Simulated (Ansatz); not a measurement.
Consider the ligand exchange at a B–C bond: `BC(=C)CI` + `N[SiH2][SiH3]` → `BN[SiH2][SiH3]` + `C=CCI`.

Calculated with Ansatz (gas phase, PBE0-D4/def2-TZVP geometries, no zero-point term in ΔE). CBS: MP2 limit from def2 TZ/QZ plus the TZ coupled-cluster correction, frozen cores. This one scheme is used for every species. DFT in def2-TZVPP. B3LYP here is the variant with VWN-RPA as its local correlation; programs differ in this. Elements past krypton have def2 core potentials. For I outer-core shells are correlated without core-valence functions, which leaves a few kJ/mol of doubt a bond. One conformer a species, not always the lowest.

```csv
level,ΔE (eV)
r2SCAN-D4,-1.24
PBE0-D4,-1.23
B3LYP-D4,-1.25
PBE0,-1.24
B3LYP,-1.28
CCSD/def2-TZVPP,-1.24
HF/def2-QZVPP,-1.23
CCSD/CBS(def2),-1.22
```

What does CCSD(T)/CBS give? (An estimate is asked.)

Computed: -1.21 eV. The listed levels differ from it by -0.03, -0.02, -0.04, -0.03, -0.07, -0.03, -0.02, -0.01 eV.

Largest T1 diagnostic among the species: 0.013.

The D4 term adds +0.04 eV with B3LYP and +0.02 eV with PBE0; it sums over pairs of atoms, weighted by their polarisabilities, and B3LYP, whose exchange is more repulsive, gets the larger term.
